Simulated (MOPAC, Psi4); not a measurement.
Intermolecular potential of H2O ··· CS2 (SMILES O and S=C=S). Monomers: optimised at B3LYP-D3(BJ) (def2-TZVP), held rigid. Orientation: a higher rigid-body minimum at GFN2-xTB. Only R, the distance of the centres of mass, is varied, so the lowest point isn't the relaxed dimer.

Geometry at R = 3.42 Å (first 3 atoms: monomer A):
```
6

O     -0.0008     0.3896     0.0000
H      0.7654    -0.1932     0.0000
H     -0.7646    -0.1964     0.0000
S     -0.4883     0.7583    -3.9136
C     -0.2744    -0.6398    -3.2728
S     -0.0606    -2.0378    -2.6321
``` The table gives interaction energies.

```json
[
 {"R / Å": "2.82", "A": "25.37", "B": "9.15", "C": "12.73"},
 {"R / Å": "3.05", "A": "11.81", "B": "0.21", "C": "7.02"},
 {"R / Å": "3.23", "A": "6.21", "B": "-2.91", "C": "4.54"},
 {"R / Å": "3.42", "A": "2.96", "B": "-4.19", "C": "2.81"},
 {"R / Å": "3.61", "A": "1.25", "B": "-4.37", "C": "1.66"},
 {"R / Å": "3.85", "A": "0.26", "B": "-3.89", "C": "0.76"},
 {"R / Å": "4.11", "A": "-0.12", "B": "-3.09", "C": "0.24"},
 {"R / Å": "4.40", "A": "-0.21", "B": "-2.24", "C": "-0.02"},
 {"R / Å": "4.94", "A": "-0.15", "B": "-1.11", "C": "-0.14"},
 {"R / Å": "5.58", "A": "-0.06", "B": "-0.46", "C": "-0.11"},
 {"R / Å": "6.66", "A": "-0.01", "B": "-0.12", "C": "-0.05"},
 {"R / Å": "7.94", "A": "0.00", "B": "-0.04", "C": "-0.02"}
]
```

Energies in kJ/mol.

Task: Match the curves with the methods AM1, restricted, heats of formation (MOPAC); HF/aug-cc-pVTZ, counterpoise-corrected run with Psi4; Psi4 1.11 with PBE-D3(BJ)/def2-TZVP, counterpoise-corrected.

Result: A is HF/aug-cc-pVTZ; B is PBE-D3(BJ)/def2-TZVP; C is AM1.
